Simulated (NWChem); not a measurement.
# C₃H₉NSi; SMILES C=C[SiH2]NC

```xyz
14

C      0.9966     2.1595     0.1709
C     -0.2791     1.8117    -0.0428
Si    -0.8799     0.0378    -0.0780
N      0.4858    -1.0126    -0.2836
C      0.5141    -2.4173     0.1106
H      1.7657     1.4116     0.3550
H      1.3280     3.1975     0.1743
H     -1.0043     2.6087    -0.2227
H     -1.9401    -0.0431    -1.1352
H     -1.5292    -0.3818     1.1965
H      1.1047    -0.8111    -1.0615
H     -0.0709    -2.5477     1.0270
H      1.5409    -2.7375     0.3294
H      0.1014    -3.1019    -0.6475
```
Atoms are numbered in this order, from 1.

All runs use the structure optimised with B3LYP/6-31G* (spherical d).

Question: Give the principal values of the shielding tensors (ppm) of C1, C2, Si3, N4, C5 from PBE0/IGLO-II, GIAO (NWChem), with their diamagnetic and paramagnetic parts as GIAO splits them.

Answer: 
```tsv
atom	σ11	σ22	σ33	isotropic	diamagnetic	paramagnetic
C1	-87.1	42.7	173.3	43.0	253.7	-210.7
C2	-73.1	36.2	172.1	45.1	254.7	-209.6
Si3	351.4	362.7	456.4	390.2	882.1	-491.9
N4	219.1	244.6	293.5	252.4	317.8	-65.4
C5	131.6	142.1	188.8	154.2	243.8	-89.6
```
